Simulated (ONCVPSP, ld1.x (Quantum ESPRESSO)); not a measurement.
## Potentials for chlorine (Cl) compared

Generated with ld1.x 7.5 (TM, RRKJ, ultrasoft, PAW), atompaw 4.2 or ONCVPSP 4.0.1. The cutoff is in Ry: for ld1.x and atompaw files where the sum of valence levels is converged to 10 mRy in a Bessel basis, for ONCV files where the hardest occupied wave has 1 mHa per electron of residual kinetic energy. The error is the largest all-electron minus pseudo excitation energy over each file’s own four to seven test configurations (ionisations up to +4, promotions, holes and added fractions of an electron), all of which were solved. The labels leave out finer settings (local radius, basis sizes, second energies), which also bear on the numbers. Spin-polarised tests are not counted. The rows are a selection from randomly drawn settings: files with unsolved tests, undetermined cutoffs or missed reference levels are left out.

A true bound ghost makes a file unfit for plane-wave use even where its test errors are small: the radial tests pick states by their node count and pass the ghost by.

```csv
potential,cutoff (Ry),largest error (meV),bound ghosts
"TM, PBE, fully relativistic, rc 1.56/1.35 (sp), local p, core correction yes, reference 3s2 3p5",40,+236,none
"TM semilocal, LDA (PZ), non-relativistic, rc 1.30/1.35 (sp), local p, core correction no, reference 3s2 3p5",50,+326,none
"RRKJ, PBE, scalar-relativistic, rc 1.10/1.50 (sp), local p, core correction no, reference 3s2 3p5",35,+169,none
```

(1) Fill in the row for Cl: ONCV, LDA (Perdew-Wang 92), scalar-relativistic, rc 1.15/1.15 (sp), local smoothed, core correction yes, reference 3s2 3p5, qcut 7.3/8, projectors 2/1.

(2) Fill in the row for Cl: PAW, PBE, scalar-relativistic, rc 1.45/1.75/1.50 (spd), local smoothed, core correction yes, reference 3s2 3p5.

(3) Fill in the row for Cl: ONCV, PBEsol, scalar-relativistic, rc 0.75/0.80 (sp), local smoothed, core correction yes, reference 2s2 2p6 3s2 3p3.5, qcut 17.6/21, projectors 2/2.

Results:

(1) cutoff 193 Ry, largest error +80 meV, bound ghosts: s.

(2) cutoff 21 Ry, largest error -78 meV, bound ghosts: none.

(3) cutoff 313 Ry, largest error +3.1 meV, bound ghosts: none.
